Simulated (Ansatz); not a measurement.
Mulliken charges of `[O]=[Mo]([OH])([OH])([OH])[Cl]` from B3LYP/def2-TZVPP in Ansatz (PBE0-D4/def2-TZVP geometry).

| atom | x (Å) | y (Å) | z (Å) | charge (e) |
| --- | --- | --- | --- | --- |
| O1 | -1.701 | -0.789 | -0.673 | -0.461 |
| Mo2 | -0.304 | -0.070 | -0.157 | 1.504 |
| O3 | 0.458 | -1.538 | 0.712 | -0.424 |
| O4 | 0.961 | -0.073 | -1.526 | -0.480 |
| O5 | -0.707 | 1.725 | -0.384 | -0.414 |
| Cl6 | -0.257 | 0.705 | 2.124 | -0.388 |
| H7 | 0.867 | -1.470 | 1.580 | 0.221 |
| H8 | 1.228 | -0.891 | -1.957 | 0.222 |
| H9 | -0.545 | 2.400 | 0.282 | 0.221 |

Question: By hand: the dipole of these point charges (1 e Å = 4.8032 D).

Answer: Σ q r = (0.408, -0.034, -0.183) e Å, of length 0.448 e Å = 2.15 D.

Question: How does the dipole of the full density compare? (Estimate.)

Answer: Ansatz gave: (0.467, -0.065, -0.138) e Å, 2.36 D; the point charges give 0.91 times that, at 8° from its direction.

Point charges leave out the atoms' own dipoles, such as those of lone pairs, and Mulliken's split depends on the basis, so the close match here is no proof of good charges.

B3LYP here is the variant with VWN-RPA as its local correlation; programs differ in this.
